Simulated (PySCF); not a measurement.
SnF3: from structure and modes to constants

Level of theory: UPBE0/[Sn def2-TZVP with ECP28, F def2-TZVP], scalar-relativistic core potentials, density fitting, no spin–orbit coupling, PySCF.

The doublet minimum has C3v symmetry. Masses (u): Sn 119.90220, F 18.99840.

```xyz
4
charge 0 multiplicity 2, angstrom
Sn    0.0000    0.0000    0.2367
F     1.7573    0.0000   -0.5075
F    -0.8786    1.5218   -0.5075
F    -0.8786   -1.5218   -0.5075
```

Harmonic wavenumbers (cm⁻¹): 151.3 (e, ×2), 183.8 (a1, ×1), 612.9 (a1, ×1), 626.0 (e, ×2).

(1) Find the principal moments of inertia and the rotational constants. What kind of rotor is it?

(2) What is the harmonic zero-point energy?

(3) Find the vibrational entropy and heat capacity at 298.15 K.

(4) Give the standard entropy (298.15 K, 1 bar) by its translational, rotational, vibrational and spin parts, and Cp.

Answers

(1) About the centre of mass I = 109.39, 109.39, 176 u Å². With B = 16.8576/I this gives 0.1541, 0.1541, 0.09578 cm⁻¹. The molecule is an oblate symmetric top.

(2) Half the sum of all 6 wavenumbers, 2351/2 = 1176 cm⁻¹, which is 14.1 kJ/mol (1 cm⁻¹ = 0.0119627 kJ/mol).

(3) With u = 1.43878 ω/T, each mode gives S = R[u/(eᵘ−1) − ln(1−e⁻ᵘ)] and C = R u² eᵘ/(eᵘ−1)².
```tsv
ω (cm⁻¹)	u	S (J/(mol K))	C (J/(mol K))
151.3 (×2)	0.730	11.11	7.95
183.8	0.887	9.58	7.79
612.9	2.958	1.79	4.20
626.0 (×2)	3.021	1.70	4.09
```
The sums over all modes are S = 37.0 and C = 36.1 J/(mol K); the softest mode gives 30 % of the entropy (each member, where degenerate).

(4) Sackur–Tetrode with M = 176.90 u gives 173.4; rotation with symmetry number 3 gives 99.9; vibration 37.0; spin R ln 2 = 5.8. The total is 316.1 J/(mol K), and Cp = 4 R + 36.1 = 69.3 J/(mol K).

Other isomers or separated fragments may lie lower. No spin–orbit coupling is included, which matters more the heavier the element.
